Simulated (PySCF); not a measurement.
Species: C4H5NOSi.
Numbering: `[N:1]#[C:2][Si@@H:3]1[CH:4]=[CH:5][CH2:6][O:7]1` (hydrogens: H8 on Si3; H9 on C4; H10 on C5; H11, H12 on C6)

Theory: PySCF, PBE0-D3(BJ)/def2-SVP geometry optimisation, gas phase.

**Question.** Give the optimised bond lengths and angles.

**Answer.** 
```tsv
bond	length (Å)
N1≡C2	1.160
C2–Si3	1.866
Si3–C4	1.850
C4=C5	1.343
C5–C6	1.502
C6–O7	1.408
Si3–O7	1.671
Si3–H8	1.483
C4–H9	1.091
C5–H10	1.097
C6–H11	1.106
C6–H12	1.106
```

A selection of angles:
```tsv
angle	degrees
N1–C2–Si3	178.4
C2–Si3–C4	112.5
C2–Si3–O7	110.6
C2–Si3–H8	105.5
C4–Si3–O7	94.9
C4–Si3–H8	120.3
O7–Si3–H8	112.8
Si3–C4–C5	105.5
Si3–C4–H9	131.6
C5–C4–H9	122.9
C4–C5–C6	117.2
C4–C5–H10	123.9
C6–C5–H10	118.8
C5–C6–O7	109.8
C5–C6–H11	110.5
C5–C6–H12	110.2
O7–C6–H11	109.6
O7–C6–H12	110.0
H11–C6–H12	106.6
Si3–O7–C6	112.5
```

Torsions: C2–Si3–C4–C5 -113° (anticlinal); Si3–C4–C5–C6 -1° (synperiplanar); C4–C5–C6–O7 -1° (synperiplanar); C5–C6–O7–Si3 3° (synperiplanar); C2–Si3–O7–C6 114° (anticlinal).

The 2 C–C bonds span 1.343 Å (C4=C5, drawn double) to 1.502 Å (C5–C6, drawn single), a spread of 0.159 Å. The 5-membered ring Si3–C4–C5–C6–O7 has internal angles of 94.9° to 117.2° (sum 540°, against 540° for a flat polygon); it is almost planar, 0.01 Å rms from its mean plane, widest ring torsion 3°. Si3 (oxygen-bound silicon) has angles from 94.9° to 120.3°.

Point group: C1 (no symmetry element, even within 0.4 Å). Stationary, but not proved a minimum.
